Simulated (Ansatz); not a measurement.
One change: `[SiH3]N[SiH2][SiH2]Cl` becomes `C[SiH2][SiH2]Cl`.

Ansatz, PBE0-D4/def2-TZVP geometries, multiplicity 1. Each molecule was computed in one conformer, which needn't be the lowest.

```csv
property,`[SiH3]N[SiH2][SiH2]Cl`
LUMO energy (B3LYP/def2-TZVPP) / eV,-0.91
LUMO energy (PBE0/def2-TZVPP) / eV,-0.76
size of the dipole moment (PBE/def2-TZVPP) / D,1.61
HOMO–LUMO gap (B3LYP/def2-TZVPP) / eV,6.39
HOMO–LUMO gap (PBE0/def2-TZVPP) / eV,6.75
HOMO energy (B3LYP/def2-TZVPP) / eV,-7.30
```

(1) What does the change do to each property? (Best estimate.)

## Answers

(1) Ansatz gave: 
| property | `C[SiH2][SiH2]Cl` | shift |
| --- | --- | --- |
| LUMO energy (B3LYP/def2-TZVPP) / eV | -0.64 | 0.27 |
| LUMO energy (PBE0/def2-TZVPP) / eV | -0.46 | 0.30 |
| size of the dipole moment (PBE/def2-TZVPP) / D | 1.52 | -0.09 |
| HOMO–LUMO gap (B3LYP/def2-TZVPP) / eV | 7.10 | 0.71 |
| HOMO–LUMO gap (PBE0/def2-TZVPP) / eV | 7.47 | 0.72 |
| HOMO energy (B3LYP/def2-TZVPP) / eV | -7.74 | -0.44 |

With PBE0 the HOMO falls by 0.42 eV and the LUMO rises by 0.30 eV, so the gap widens by about 0.72 eV. PBE moves the HOMO by -0.52 eV and ωB97M-V by -0.29 eV. The zero-point energy changes by -13.5 kJ/mol with -6 modes. Dipoles are sizes alone; their direction can turn.

B3LYP here is the variant with VWN-RPA as its local correlation; programs differ in this.
